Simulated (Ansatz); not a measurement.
Total energies of B(NH3)Et3 (C₆H₁₈BN) from Ansatz at PBE0-D4/def2-TZVP, gas phase (1 Eh = 27.2114 eV = 2625.5 kJ/mol). The reference geometry is relaxed at PBE-D4/def2-SVP.

```csv
state,geometry,energy (Eh)
charge 0 singlet,reference,-318.84113
charge 1 doublet,reference,-318.51891
charge 1 doublet,relaxed at PBE-D4/def2-SVP,-318.54946
free B atom (doublet),–,-24.61828
free N atom (quartet),–,-54.54382
free H atom (doublet),–,-0.50104
free C atom (triplet),–,-37.80537
```

(1) Work out the vertical ionisation energy to the doublet.

(2) How much does the charge 1 doublet relax, and what is the adiabatic ionisation energy?

(3) What is the binding energy per atom against free atoms?

(1) E(charge 1 doublet) − E(charge 0 singlet) = -318.51891 − (-318.84113) = 0.32222 Eh = 8.77 eV. For comparison, −ε of the highest occupied level is 7.01 eV at this level, 1.76 eV less.

(2) Relaxation: -318.51891 − (-318.54946) = 0.03055 Eh = 0.83 eV. Adiabatic ionisation energy: 0.29167 Eh = 7.94 eV, without zero-point energy. 

(3) Atoms: 1 × (-24.61828) + 1 × (-54.54382) + 18 × (-0.50104) + 6 × (-37.80537) = -315.01304 Eh. Binding: -315.01304 − (-318.84113) = 3.82809 Eh = 104.17 eV, or 4.01 eV for each of 26 atoms (no zero-point energy, no counterpoise term).
